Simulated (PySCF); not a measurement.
**Radial density of Os²⁺ (osmium, charge +2)**

UHF, [Xe] 4f14 5d6, high-spin 5D determinant. All numbers are calculated (PySCF 2.14, a scalar-relativistic core potential, in cc-pVDZ-PP with ECP60MDF (4s4p3d1f, 38 functions)). This is the valence pseudo-density: the core potential removes the inner electrons and smooths the orbitals near the nucleus.

```csv
r (bohr),4πr²ρ (e/bohr),4πr²(ρα − ρβ)
0.130,4.287e-05,0.0000
0.218,0.0005663,0.0001
0.366,0.05292,0.0052
0.616,3.229,0.2308
1.04,13.09,2.2936
1.74,5.420,2.3211
2.93,0.6259,0.3728
4.93,0.008159,0.0030
8.30,1.370e-05,0.0000
```

Energies and moments cover only the electrons outside the core potential. Spin-orbit coupling, absent here, splits the open shell strongly.
